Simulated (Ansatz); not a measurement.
Breaking the Ga1–Cl2 bond in GaCl (multiplicity 1 held). Energies count from the point at 2.239 Å.


Restricted levels (R-, RO-) in cc, def2 and unpolarised 6-31G sets keep to the state of the molecule at rest. U- levels take the lowest unrestricted solution at each point, which mixes spins at long bonds. Active spaces are followed from rest. Levels need not reach the same state.

Cores are frozen in the correlated methods. Filled d and f shells under p-block atoms count as core.

Codes used: Ansatz (a program for electronic structure) with Gaussian orbitals. Each number belongs to the level named beside it.

Problem. One of these levels gives 100.42 kcal/mol for the energy at R = 8.956 Å. Which one is it?
A. U-MP2/def2-TZVPP
B. U-PBE/def2-TZVPP
C. CASSCF(10,8)/def2-TZVPP
D. R-MP2/def2-TZVPP

Solution. C, CASSCF(10,8)/def2-TZVPP. The others give 91.76 (U-PBE/def2-TZVPP), 134.17 (R-MP2/def2-TZVPP), 113.50 (U-MP2/def2-TZVPP)

Doubts at one or more of the structures used: a spin-contaminated determinant (U-PBE/def2-TZVPP, U-MP2/def2-TZVPP); a restricted determinant that unrestricted orbitals would lower (R-MP2/def2-TZVPP).
